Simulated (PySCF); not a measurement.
PySCF job for CH₅NSi, SMILES C[Si]N (connectivity only; charge and spin as stated), neutral, multiplicity 1, KT2/pcSseg-2. The structure is a stationary point at TPSSh-D3(BJ)/def2-TZVP. The values are those of a single conformer.

```python
import numpy as np
from pyscf import gto, scf, dft
from pyscf.prop.nmr import rks as nmr

mol = gto.M(
    atom='''
    Si   -0.19560004   -0.05833863    0.67974898
    C     0.57984664    1.33862822   -0.37189810
    H    -0.00875724    2.25713833   -0.26208845
    H     0.68067655    1.11884618   -1.43992908
    H     1.57579572    1.57423989    0.02461002
    N    -0.32127192   -1.26055976   -0.53663930
    H    -0.04412571   -1.16146792   -1.50608379
    H    -0.69536513   -2.17986680   -0.34513073
    ''',
    basis='pcSseg-2',
    charge=0,
    spin=0,
    max_memory=1600,
    verbose=3,
)
mf = dft.RKS(mol, xc='kt2').density_fit(auxbasis='def2-universal-jkfit')
mf.grids.level = 3
mf.conv_tol = 1e-10
mf.max_cycle = 100
mf.kernel()
n = nmr.NMR(mf)
n.verbose = 2
n.max_cycle_cphf = 60
sigma = n.kernel()
print('atom   isotropic/ppm   span/ppm')
for i, s in enumerate(sigma):
    w = np.linalg.eigvalsh((s + s.T) / 2)
    print(f'{mol.atom_symbol(i):2s}{i + 1:3d} {w.mean():14.3f} {w[2] - w[0]:11.3f}')
```

Program output:

```
converged SCF energy = -389.526571005227
atom   isotropic/ppm   span/ppm
Si  1         58.383     758.196
C   2        155.275      73.394
H   3         30.632       6.444
H   4         30.895       6.045
H   5         30.849       6.682
N   6        103.608     231.594
H   7         25.655      11.411
H   8         26.064       8.536
```

The calculation finished and met its thresholds.
